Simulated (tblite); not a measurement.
Compound: CH8ClSi3 (doublet state).
Geometry (GFN2-xTB, Å), atoms numbered from 1 in this order:
```xyz
13
CH8ClSi3 angstrom
C     -2.0181   -0.7963    1.0339
Si    -1.5503    0.8253    0.1469
Si     0.7005    1.2468    0.0296
Si     2.2073   -0.2312   -0.9460
Cl     1.2950   -2.0677   -0.9428
H     -1.6683   -1.6527    0.4613
H     -3.0921   -0.9019    1.1593
H     -1.5630   -0.8548    2.0187
H     -2.3455    0.8452   -1.0969
H      0.8758    2.5475   -0.6423
H      1.1554    1.4891    1.4144
H      3.4983   -0.4756   -0.2951
H      2.5006    0.0268   -2.3587
```

Computed geometry: GFN2-xTB, gas phase. This method treats the open shell by occupation alone, without spin polarisation.

Masses are those of the commonest isotopes; rigid-rotor values at the optimised geometry. The values belong to one conformer with, in the numbering `[CH3:1][SiH:2][SiH2:3][SiH2:4][Cl:5]`, C1–Si2–Si3–Si4 57°, Si2–Si3–Si4–Cl5 -21°.

(1) What are A, B and C (MHz)?

(2) Classify the top.

(3) What does the inertial defect say?

(4) Give the other two planar moments, Paa and Pbb, and the rms extents of the mass along the axes.

(5) List the rotational levels J(Ka,Kc) to J = 4 (MHz).

(6) Estimate the classical rotational partition function at 10 K, 50 K and 500 K.

Results:

(1) Ia = 207.52, Ib = 455.22, Ic = 622.64 u·Å²; 505379 MHz·u·Å²/I gives A = 2435, B = 1110, C = 811.7 MHz.

(2) An asymmetric top: κ = (2 × 1110 − 2435 − 811.7)/(2435 − 811.7) = -0.63.

(3) Not planar: Δ = Ic − Ia − Ib = -40.10 u·Å². For a rigid frame Δ = −2 Σ m c², so Σ m c² = 20.05 u·Å² lies off the ab plane: 11.60 from hydrogen and 8.45 from heavier atoms. The atom farthest from that plane is 1.80 Å away.

(4) Paa = Σ m a² = (Ib + Ic − Ia)/2 = 435.17 and Pbb = Σ m b² = (Ia + Ic − Ib)/2 = 187.47 u·Å². With the mass M = 138.96 u, the rms extents √(P/M) along a, b and c are 1.77, 1.16, 0.38 Å.

(5) Above 0(0,0):
J = 1: 1(0,1) 1922, 1(1,1) 3247, 1(1,0) 3545
J = 2: 2(0,2) 5721, 2(1,2) 6792, 2(1,1) 7688, 2(2,1) 11663, 2(2,0) 11708
J = 3: 3(0,3) 11313, 3(1,3) 12084, 3(1,2) 13870, 3(2,2) 17429, 3(2,1) 17647, 3(3,1) 24827, 3(3,0) 24831
J = 4: 4(0,4) 18601, 4(1,4) 19095, 4(1,3) 22051, 4(2,3) 25081, 4(2,2) 25698, 4(3,2) 32593, 4(3,1) 32622, 4(4,1) 42844, 4(4,0) 42844
The levels of one J sum to (2J + 1)J(J + 1)(A + B + C)/3.

(6) Point group C1, symmetry number σ = 1; q = (√π/σ)·√((kT/h)³/(ABC)), k/h = 20836.6 MHz/K: 3600 at 10 K, 40200 at 50 K, 1270000 at 500 K.

For this open shell read J as N, the rotation without spin; fine and hyperfine splittings come on top. Its lowest GFN2-xTB frequency is 14 cm⁻¹, too small to tell a flat minimum from a shallow saddle. These are rigid-rotor constants of the computed structure; measured ground-state constants (B0) also hold zero-point vibration.

Hardware: an Arm Neoverse V2 with one thread (shared host). Cost: 1.8 s. That covers the optimisation of the geometry.
